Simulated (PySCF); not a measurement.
Ge(Et)(OH)(OMe)2, C4H12GeO3, SMILES C[CH2][Ge]([OH])([O]C)[O]C, GFN2-xTB optimised geometry.

```
20

C     -2.54    -2.06    -1.66
C     -1.05    -1.75    -1.59
Ge    -0.54    -0.64     0.00
O     -1.15    -1.27     1.54
O     -1.06     1.04     0.00
C     -2.23     1.55     0.62
O      1.23    -0.64     0.00
C      2.06     0.25     0.71
H     -2.75    -2.67    -2.53
H     -2.87    -2.58    -0.77
H     -3.11    -1.14    -1.74
H     -0.73    -1.21    -2.47
H     -0.47    -2.67    -1.54
H     -0.76    -2.10     1.82
H     -3.07     1.51    -0.08
H     -2.49     0.99     1.52
H     -2.03     2.58     0.88
H      1.76     1.29     0.55
H      2.05     0.04     1.78
H      3.07     0.10     0.33
```

Density from PySCF with PBE0/def2-SVP at that geometry.

Minimum of the electron density along straight lines between bonded atoms, close to the bond critical point (lines longer than 1.1 times the sum of covalent radii, or with two minima, are not listed):

```json
[
 {"bond": "C1–C2", "length / Å": "1.520", "ρ at the minimum / e bohr⁻³": "0.242", "∇²ρ there / e bohr⁻⁵": "-0.54", "position (fraction from the first atom)": "0.50"},
 {"bond": "C2–Ge3", "length / Å": "2.003", "ρ at the minimum / e bohr⁻³": "0.123", "∇²ρ there / e bohr⁻⁵": "-0.02", "position (fraction from the first atom)": "0.53"},
 {"bond": "Ge3–O4", "length / Å": "1.774", "ρ at the minimum / e bohr⁻³": "0.139", "∇²ρ there / e bohr⁻⁵": "0.68", "position (fraction from the first atom)": "0.47"},
 {"bond": "Ge3–O5", "length / Å": "1.763", "ρ at the minimum / e bohr⁻³": "0.141", "∇²ρ there / e bohr⁻⁵": "0.71", "position (fraction from the first atom)": "0.47"},
 {"bond": "O5–C6", "length / Å": "1.416", "ρ at the minimum / e bohr⁻³": "0.248", "∇²ρ there / e bohr⁻⁵": "-0.36", "position (fraction from the first atom)": "0.66"},
 {"bond": "Ge3–O7", "length / Å": "1.767", "ρ at the minimum / e bohr⁻³": "0.140", "∇²ρ there / e bohr⁻⁵": "0.70", "position (fraction from the first atom)": "0.47"},
 {"bond": "O7–C8", "length / Å": "1.415", "ρ at the minimum / e bohr⁻³": "0.249", "∇²ρ there / e bohr⁻⁵": "-0.38", "position (fraction from the first atom)": "0.66"},
 {"bond": "C1–H9", "length / Å": "1.089", "ρ at the minimum / e bohr⁻³": "0.276", "∇²ρ there / e bohr⁻⁵": "-1.01", "position (fraction from the first atom)": "0.62"},
 {"bond": "C1–H10", "length / Å": "1.088", "ρ at the minimum / e bohr⁻³": "0.277", "∇²ρ there / e bohr⁻⁵": "-1.02", "position (fraction from the first atom)": "0.63"},
 {"bond": "C1–H11", "length / Å": "1.088", "ρ at the minimum / e bohr⁻³": "0.277", "∇²ρ there / e bohr⁻⁵": "-1.01", "position (fraction from the first atom)": "0.62"},
 {"bond": "C2–H12", "length / Å": "1.088", "ρ at the minimum / e bohr⁻³": "0.276", "∇²ρ there / e bohr⁻⁵": "-1.00", "position (fraction from the first atom)": "0.63"},
 {"bond": "C2–H13", "length / Å": "1.089", "ρ at the minimum / e bohr⁻³": "0.275", "∇²ρ there / e bohr⁻⁵": "-0.99", "position (fraction from the first atom)": "0.63"},
 {"bond": "O4–H14", "length / Å": "0.955", "ρ at the minimum / e bohr⁻³": "0.357", "∇²ρ there / e bohr⁻⁵": "-2.36", "position (fraction from the first atom)": "0.81"},
 {"bond": "C6–H15", "length / Å": "1.092", "ρ at the minimum / e bohr⁻³": "0.281", "∇²ρ there / e bohr⁻⁵": "-1.06", "position (fraction from the first atom)": "0.63"},
 {"bond": "C6–H16", "length / Å": "1.090", "ρ at the minimum / e bohr⁻³": "0.284", "∇²ρ there / e bohr⁻⁵": "-1.09", "position (fraction from the first atom)": "0.64"},
 {"bond": "C6–H17", "length / Å": "1.091", "ρ at the minimum / e bohr⁻³": "0.282", "∇²ρ there / e bohr⁻⁵": "-1.08", "position (fraction from the first atom)": "0.63"},
 {"bond": "C8–H18", "length / Å": "1.091", "ρ at the minimum / e bohr⁻³": "0.283", "∇²ρ there / e bohr⁻⁵": "-1.08", "position (fraction from the first atom)": "0.64"},
 {"bond": "C8–H19", "length / Å": "1.093", "ρ at the minimum / e bohr⁻³": "0.281", "∇²ρ there / e bohr⁻⁵": "-1.06", "position (fraction from the first atom)": "0.63"},
 {"bond": "C8–H20", "length / Å": "1.091", "ρ at the minimum / e bohr⁻³": "0.282", "∇²ρ there / e bohr⁻⁵": "-1.08", "position (fraction from the first atom)": "0.63"}
]
```
